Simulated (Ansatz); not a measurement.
BrH2Sb (SMILES [Br][SbH2]) moved off its minimum; all values from Ansatz (a quantum-chemistry and plane-wave program), cores frozen in correlated methods. Elements past Kr take the def2 small-core potentials, without spin–orbit coupling.
(charge 0, multiplicity 1)
```xyz
4

Sb    -0.48843    -0.87462     0.57814
H     -0.26619    -2.06252    -0.42441
H     -2.12375    -0.19203    -0.34329
Br     0.83956     0.96369    -0.84328
```

Problem. Give the forces (eV/Å), the total energy and the dipole at CCSD(T)/def2-TZVPPD.

Solution. 
```tsv
atom	Fx	Fy	Fz
Sb1	-1.684	3.941	0.295
H2	0.359	-2.025	-1.994
H3	1.711	-1.022	1.080
Br4	-0.385	-0.894	0.619
```
Energy -2813.1778 hartree, dipole 3.05 D.
